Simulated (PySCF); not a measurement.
- shielding tensors at PBE0/pcSseg-1 (GIAO)
- geometry from GFN2-xTB
- program: PySCF 2.14.0 with density-fitted response routines
- gas phase, single conformer, fast rotation and ring inversion assumed for equivalent nuclei, relativity neglected

Scale: ¹H (σ = 31.72 ppm), ¹³C (σ = 186.93 ppm) vs TMS (reference shieldings calculated alike). Shifts are as computed. Against solution values, carbons near 30 ppm lie about +3 ppm off and those near 130 ppm about +5 ppm; carbons on Cl a further +6 ppm. Of 1211 compounds with measured shifts, 218 miss one by over three times the rms of a fit or turn the order of signals round; such compounds aren't used in these exercises. Carbons bonded to Cl come out too deshielded.

Q: Order these molecules by the shift of their most shielded carbon-bound hydrogen, lowest δ first.
A. Fc1cccc(-n2nccn2)c1
B. CC(C)OC1=CC=C[SiH2]1
C. COc1nccnn1
D. O=C(Cl)/C(Cl)=C/F

A: B (1.30 ppm, hydrogen on a methyl carbon), C (4.47 ppm, hydrogen on a methyl carbon bonded to O), A (7.27 ppm, hydrogen on an aromatic CH), D (8.26 ppm, hydrogen on a β carbon of a C=C–C=O unit).

Q: How many ¹³C and ¹H signals does each give (equivalence by symmetry and fast rotation, but not about amide C–N or C=N bonds)? `COc1nccnn1`, `CC(C)OC1=CC=C[SiH2]1`, `O=C(Cl)/C(Cl)=C/F`, `Fc1cccc(-n2nccn2)c1`

A: COc1nccnn1: 4 C, 3 H; CC(C)OC1=CC=C[SiH2]1: 6 C, 6 H; O=C(Cl)/C(Cl)=C/F: 3 C, 1 H; Fc1cccc(-n2nccn2)c1: 7 C, 5 H.
